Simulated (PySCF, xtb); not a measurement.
GeH5NZn, SMILES [NH2][Zn][GeH3].

GFN2-xTB in xtb at its own geometry gives an orbital gap of 4.25 eV and a dipole moment of 2.25 D.

Geometry optimised at B3LYP-D3(BJ)/def2-SVP. The structure was generated by enumeration; whether it is a known compound was not checked. One conformer was computed; it need not be the lowest.

### Question
What does HF/def2-TZVPD run with PySCF give? (An estimate is asked for; the answer gives what the named calculation found.)

### Answer
gap 10.77 eV (levels -9.81 and 0.97 eV), dipole 1.25 D.
